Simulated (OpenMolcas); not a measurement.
Pr4+: effect of the ligand basis

Pr4+ with 6 ligands (iodide) in octahedral coordination (Oh) at 2.98 Å. A charge of +0.333 e stands 2.8 Å behind each ligand.

- Program: OpenMolcas
- Method: CASSCF
- Spin-orbit coupling: state interaction with AMFI integrals over the reference wave functions

Fixed: metal basis ANO-RCC-VTZP, active space 1 electron in 7 orbitals (4f), DKH2 Hamiltonian.

States (labels of O, the rotations of Oh). Energies in cm-1 above the lowest state or level, χT in cm3 K/mol.

| Run | Ligand basis | Ground state | First state of that spin | First gap with spin-orbit (degeneracies) | Width of lowest J | χT at 300 K | Cost |
| --- | --- | --- | --- | --- | --- | --- | --- |
| A | ANO-RCC-VDZP | 2A2 | 2T2 607.1 | 899.5 (2, 4) | 899 | 0.428 | roughly 5 core-minutes |
| B | ANO-RCC-VTZP | 2A2 | 2T2 586.9 | 894.4 (2, 4) | 894 | 0.430 | roughly 16 core-minutes |

Against A, the width of the lowest J multiplet changes by -0.6 % in B.

Costs are those of the RASSCF and RASSI steps.

No measured value stands beside these numbers; the geometry is a model, was not optimised and need not be the one that this ion takes.
